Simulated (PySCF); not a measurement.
## Relaxation of singlet SnH₃⁻

Level of theory: PBE0 in PySCF with Sn def2-TZVPD with ECP28, H def2-TZVPD; scalar-relativistic core potentials, no spin–orbit coupling; density-fitted integrals. A (50,194) grid was used.

A start displaced from a saddle point along its imaginary mode, of C3v symmetry, held to at least that symmetry:

```xyz
4
charge -1 multiplicity 1, angstrom
Sn    0.0000    0.0030    0.0000
H     0.0000   -0.1200    1.6911
H     1.4645   -0.1200   -0.8455
H    -1.4645   -0.1200   -0.8455
```

Optimiser trace:
```csv
step,E − E(last) (kJ/mol),largest gradient (Eh/bohr)
0,144.24,0.02218
1,89.77,0.04840
2,21.52,0.01931
3,11.92,0.01802
4,5.46,0.00905
5,1.21,0.00460
6,0.15,0.00281
7,0.00,0.00010
8,0.00,0.00000
```

It ends at C3v with Sn–H 1.798 Å (×3); H–Sn–H 92.6° (×3). A frequency run shows a minimum. Other isomers or separated fragments may lie lower.

Final geometry:
```xyz
4
charge -1 multiplicity 1, angstrom
Sn    0.0000    0.0243    0.0000
H     0.0000   -0.9656    1.5005
H     1.2995   -0.9656   -0.7502
H    -1.2995   -0.9656   -0.7502
```

The relaxation took 9 s on 2 threads of a shared Arm Neoverse V2 host, with 83 basis functions and 9 gradients; the process peaked at 0.96 GiB.
